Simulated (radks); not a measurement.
Results of a calculation; reference values are marked as such.
Task: Pt3+, 75 electrons, occupied as [Xe] 4f14 5d7. Level of theory: scalar-relativistic Kohn-Sham, PBE, spin-polarised, spherical densities, point nucleus; open shells are filled with parallel spins first (spin-orbit coupling, left out, can overturn this in heavy ions) (a radial shooting solver on a logarithmic mesh with Libxc functionals). Some entries of the table are withheld. Estimate them.

orbital,occ.,eigenvalue (hartree),r(max) (bohr)
1s down,1,-2883.897,0.01061
1s up,1,-2883.897,0.01061
2s up,1,-507.6968,0.06121
2s down,1,-507.6886,0.06121
2p up,3,-440.0994,0.05059
2p down,3,-440.0928,0.05059
3s up,1,-120.2524,0.1726
3s down,1,-120.2494,0.1726
3p up,3,-100.5714,0.1717
3p down,3,-100.5681,0.1717
3d up,5,-79.25201,0.1398
3d down,5,-79.24611,0.1398
4s up,1,-26.86720,0.3898
4s down,1,-26.85930,0.3898
4p up,3,-20.41396,0.4100
4p down,3,-20.40666,0.4100
4d up,5,-12.58308,0.4181
4d down,5,-12.57459,0.4182
5s up,1,-5.06066,0.8694
5s down,1,-5.00231,0.8669
4f up,7,(1),0.3850
4f down,7,(2),0.3850
5p up,3,(3),0.9773
5p down,3,(4),0.9733
5d up,5,-1.46040,1.228
5d down,2,-1.37801,1.223

Result: 
(1) 4f up eigenvalue (hartree): -3.88351
(2) 4f down eigenvalue (hartree): -3.87062
(3) 5p up eigenvalue (hartree): -3.37002
(4) 5p down eigenvalue (hartree): -3.29713
